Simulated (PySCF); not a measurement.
PySCF input file for SiH3Cl, SMILES [SiH3]Cl, B3LYP/pcJ-1. Geometry: B3LYP-D3(BJ)/def2-TZVP. The isomer is the one that the SMILES or the coordinates give; other isomers of the formula were not compared.

```python
import numpy as np
from pyscf import gto, scf, dft
from pyscf.prop.ssc import rks as ssc

mol = gto.M(
    atom='''
    Si   -0.00000000   -0.00000000   -0.99188994
    Cl    0.00000000    0.00000000    1.07443362
    H     1.21219284    0.69985986   -1.45963746
    H    -1.21219282    0.69985985   -1.45963747
    H     0.00000000   -1.39971971   -1.45963747
    ''',
    basis='pcJ-1',
    charge=0,
    spin=0,
    max_memory=1600,
    verbose=3,
)
mf = dft.RKS(mol, xc='b3lyp')
mf.grids.level = 3
mf.conv_tol = 1e-10
mf.max_cycle = 100
mf.kernel()
j = ssc.SSC(mf)
j.with_fcsd = True
j.max_cycle_cphf = 80
j.conv_tol = 1e-7
e11 = j.kernel()
```

Output:

```
converged SCF energy = -746.728715707257
Reduced spin-spin coupling constant K (Hz)
               #0        #1        #2        #3        #4
        0 Si   0.00000
        1 Cl -71.87278   0.00000
        2 H   40.05482   1.68812   0.00000
        3 H   40.05468   1.68794   0.43124   0.00000
        4 H   40.05398   1.68799   0.43126   0.43127   0.00000
Spin-spin coupling constant J (Hz)
               #0        #1        #2        #3        #4
        0 Si   0.00000
        1 Cl  43.73493   0.00000
        2 H  -248.47449   5.16647   0.00000
        3 H  -248.47362   5.16593  13.45481   0.00000
        4 H  -248.46929   5.16608  13.45539  13.45548   0.00000
```

The calculation finished and met its thresholds.

Cost: roughly 50 core-seconds.
